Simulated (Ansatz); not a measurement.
Compare A (`BOC[SiH2]C`) with its isomer B (`B[SiH](C)OC`).

Computed with Ansatz on PBE0-D4/def2-TZVP structures; ΔE is electronic, products minus reactants. CCSD(T)/CBS is the MP2 limit (def2-TZVPP, def2-QZVPP) plus CCSD(T) − MP2 in def2-TZVPP, frozen cores. Functionals use def2-TZVPP. Each species was taken in one conformer, which may not be the lowest.

A:

```xyz
14

B     2.029    1.490    0.569
O     1.319    0.643   -0.187
C    -0.012    0.931   -0.613
Si   -1.225   -0.281    0.192
C    -0.749   -2.044   -0.190
H     1.563    2.552    0.890
H     3.125    1.135    0.892
H    -0.275    1.968   -0.371
H    -0.043    0.829   -1.703
H    -2.584    0.039   -0.330
H    -1.210   -0.039    1.661
H    -0.802   -2.238   -1.264
H    -1.411   -2.749    0.316
H     0.274   -2.236    0.139
```

B:

Z-matrix (Å, degrees):
```
Si
C 1 1.876
O 1 1.653 2 111.3
B 1 2.004 2 111.7 3 122.8
H 1 1.502 2 107.3 3 -118.4
H 2 1.093 1 111.5 3 -61.7
H 2 1.093 1 111.0 3 59.0
H 2 1.093 1 110.1 3 178.2
C 3 1.405 1 122.6 2 -62.9
H 4 1.198 1 119.4 2 56.8
H 4 1.195 1 123.4 2 -123.6
H 9 1.097 3 111.7 1 69.3
H 9 1.098 3 111.7 1 -52.1
H 9 1.092 3 108.5 1 -171.4
```

(1) Which is lower in electronic energy at CCSD(T)/CBS, and by how much? (An estimate is asked.)

(2) Give E(B) − E(A) in kcal/mol with CCSD(T)/def2-SVP, PBE0-D4, BLYP-D4, CCSD/def2-TZVPP, LDA (SPW92), CCSD(T)/def2-TZVPP, PBE-D4. (Best estimate.)

(3) Does the order hold for the free energy at 298.15 K (harmonic terms from PBE0-D4)? (Estimate.)

Largest T1 diagnostic: 0.013.

Results:

(1) Ansatz gave: A, by 16.8 kcal/mol.

(2) The calculation gave: CCSD(T)/def2-SVP 23.4, PBE0-D4 17.3, BLYP-D4 18.6, CCSD/def2-TZVPP 16.4, LDA (SPW92) 21.2, CCSD(T)/def2-TZVPP 17.2, PBE-D4 18.6. None reverses the order clearly.

(3) The calculation gave: Yes: G(B) − G(A) = +16.3 kcal/mol, for one conformer each.

In def2-TZVPP, CCSD(T) changes the Hartree–Fock value by +3.2 kcal/mol (the triples alone add +0.8 kcal/mol) and MP2 by +3.9 kcal/mol. Leaving LDA and LC-ωPBE aside and taking each functional with its dispersion term where it has one, the values, not all of them listed here, spread over 2.7 kcal/mol, from B97M-V to BLYP-D4. LDA lies +2.6 kcal/mol from PBE without D4.
